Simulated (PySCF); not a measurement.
Where the electron goes

SnI₂.
Geometry (PBE0-D3(BJ)/def2-SVP, Å), atoms numbered from 1 in this order:
```
atom  x, y, z in Å
Sn1    0.004   -0.007   -1.170
I2     2.106   -0.020    0.593
I3    -2.110    0.027    0.577
```

Method used: TDDFT CAM-B3LYP/def2-SVPD, vertical, gas phase, core orbitals frozen in the response, def2 core potentials past Kr (PySCF 2.14.0, density-fitted response routines). Spin–orbit coupling is left out.

Frontier orbitals with the atoms that hold most of them (Löwdin shares over 4%, at most four atoms; ? is withheld):

| orbital | ε (eV) | atoms |
| --- | --- | --- |
| LUMO+2 | -0.47 | Sn1 56%, I3 22%, I2 22% |
| LUMO+1 | -0.79 | Sn1 53%, I2 24%, I3 24% |
| LUMO | -2.50 | Sn1 73%, I3 14%, I2 14% |
| HOMO | -8.38 | ? |
| HOMO-1 | -8.54 | ? |
| HOMO-2 | -8.82 | I2 47%, I3 47%, Sn1 6% |
| HOMO-3 | -9.39 | I3 43%, I2 43%, Sn1 14% |

**Question.** Give the leading atoms of the HOMO.

**Answer.** I2 (bonded to Sn) 34%; I3 (bonded to Sn) 34%; Sn1 (bonded to 2 I) 31%. By element: iodine 69%, tin 31%.

**Question.** Give the leading atoms of the HOMO-1.

**Answer.** I2 (bonded to Sn) 49%; I3 (bonded to Sn) 49%.

**Question.** The HOMO–LUMO gap is 5.88 eV. Where does the response calculation put the lowest singlet, and from which orbitals?

**Answer.** S1 is at 2.86 eV (f = 0.0053), 3.02 eV below the gap, made of HOMO→LUMO (99%). Without the coupling terms of the response equations the lowest excitation would equal the gap.

**Question.** One configuration dominates each of S1, S2, S3 and S8. Which, and how do the shares of the two leading atoms of either orbital change from the occupied to the empty one?

**Answer.** 
- S1 (2.86 eV, f 0.0053), HOMO→LUMO (99%): I2 34% → 14%, I3 34% → 14%, Sn1 31% → 73%
- S2 (3.08 eV, f 0.0000), HOMO-1→LUMO (99%): I2 49% → 14%, I3 49% → 14%, Sn1 at most 2% → 73%
- S3 (3.65 eV, f 0.038), HOMO-2→LUMO (93%): I2 47% → 14%, I3 47% → 14%, Sn1 6% → 73%
- S8 (4.86 eV, f 0.108), HOMO→LUMO+1 (78%): I2 34% → 24%, I3 34% → 24%, Sn1 31% → 53%
